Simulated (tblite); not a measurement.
C₆H₁₆P₂.
Cartesian coordinates in Å at the GFN2-xTB level; atoms count from 1:
```xyz
24
C6H16P2 angstrom
C     -3.6499    0.8443    0.3808
C     -2.5055    0.2673   -0.4440
C     -1.1755    0.3708    0.2953
P      0.2630   -0.1448   -0.7701
C      0.0488   -1.9775   -0.7209
C      1.5701   -0.0095    0.5485
P      3.1701   -0.6394   -0.1593
C      3.5540    0.7803   -1.2733
H     -4.5942    0.7412   -0.1487
H     -3.4812    1.9009    0.5791
H     -3.7329    0.3268    1.3347
H     -2.7151   -0.7796   -0.6741
H     -2.4300    0.8049   -1.3923
H     -1.0004    1.4128    0.5822
H     -1.1957   -0.2331    1.2090
H      0.9832   -2.4383   -1.0391
H     -0.2046   -2.3192    0.2827
H     -0.7358   -2.2681   -1.4173
H      1.6734    1.0371    0.8494
H      1.2996   -0.6131    1.4200
H      3.9582   -0.1971    0.9149
H      2.8645    0.7520   -2.1164
H      4.5704    0.6694   -1.6469
H      3.4538    1.7317   -0.7530
```

Computed values, GFN2-xTB/tblite, gas phase, harmonic and unscaled. Errors from tens to a few hundred cm⁻¹ against measured bands are possible. Modes of hydrogen on phosphorus can be 10 to 20 % off. One conformer, not necessarily the lowest.

Harmonic wavenumbers (cm⁻¹): 29.3, 57.7, 73.8, 83.2, 94.7, 150.9, 177.5, 181.5, 229.6, 241.9, 258.3, 275.9, 324.8, 366.8, 654.5, 695.6, 713.2, 736.1, 740.6, 756.7, 760.6, 765.6, 833.0, 863.2, 876.7, 895.8, 913.2, 949.0, 983.7, 1015.5, 1040.3, 1080.9, 1110.3, 1119.0, 1217.4, 1225.8, 1271.0, 1316.2, 1316.5, 1340.0, 1389.3, 1415.7, 1434.4, 1438.6, 1446.0, 1447.5, 1451.6, 1493.9, 1503.9, 1506.1, 2228.9, 2910.9, 2918.8, 2921.8, 2936.4, 2965.0, 2978.0, 2979.9, 2991.2, 3002.1, 3002.4, 3011.5, 3013.0, 3025.8, 3030.1, 3036.9.

A = 3278, B = 562.4, C = 536.2 MHz; mass 150.073 u (most abundant isotopes); point group C1, symmetry number 1.

Task: What is the zero-point energy?

Result: Half the sum of the wavenumbers: 44608 cm⁻¹ = 533.63 kJ/mol.

Task: Entropy at 298.15 K, 1 bar (ideal gas, RRHO, classical rotation)?

Result: Translation 171.35, rotation 126.21, vibration 177.10: S = 474.7 J/(mol K).

Task: And Cp and H(298.15 K) − H(0)?

Result: Cp = 195.56 J/(mol K), of which vibrations give 162.30 (their classical limit is 66 R = 548.8); H(298.15 K) − H(0) = 36.11 kJ/mol without the zero-point energy, 26.19 from vibrations.

Task: Blend soft modes into free rotors: weight 1/[1 + (100 cm⁻¹/ν̃)⁴] for the oscillator and the rest for a rotor with moment μB/(μ + B), μ = h/(8π²ν), B = 10⁻⁴⁴ kg m². What vibrational entropy results?

Result: 158.69 J/(mol K) in place of 177.10, which changes −T·S at 298.15 K by +5.49 kJ/mol.

Task: How do the functions run with temperature in this model?

Result: 
```json
{"T (K)": "150", "S (J/(mol K))": "368.0", "Cp (J/(mol K))": "125.5", "H − H(0) (kJ/mol)": "12.52", "G − H(0) (kJ/mol)": "-42.68", "ln q(vib)": "5.18"}
{"T (K)": "250", "S (J/(mol K))": "442.5", "Cp (J/(mol K))": "171.1", "H − H(0) (kJ/mol)": "27.28", "G − H(0) (kJ/mol)": "-83.33", "ln q(vib)": "9.01"}
{"T (K)": "400", "S (J/(mol K))": "539.3", "Cp (J/(mol K))": "246.4", "H − H(0) (kJ/mol)": "58.65", "G − H(0) (kJ/mol)": "-157.09", "ln q(vib)": "14.27"}
{"T (K)": "600", "S (J/(mol K))": "655.4", "Cp (J/(mol K))": "326.9", "H − H(0) (kJ/mol)": "116.45", "G − H(0) (kJ/mol)": "-276.80", "ln q(vib)": "20.90"}
{"T (K)": "900", "S (J/(mol K))": "804.4", "Cp (J/(mol K))": "407.2", "H − H(0) (kJ/mol)": "227.49", "G − H(0) (kJ/mol)": "-496.47", "ln q(vib)": "30.14"}
```

q(vib) and H(0) count from the zero-point level.

Hindered rotation and anharmonicity are outside this model. Other conformers, if any are populated, would add a mixing term that is left out. The structure is chiral; the term R ln 2 for an equal mix with its mirror image is left out.

The run took 1.0 s on AMD EPYC 9R14, one thread, no GPU, on a shared host. This covers the Hessian and the dipole derivatives.
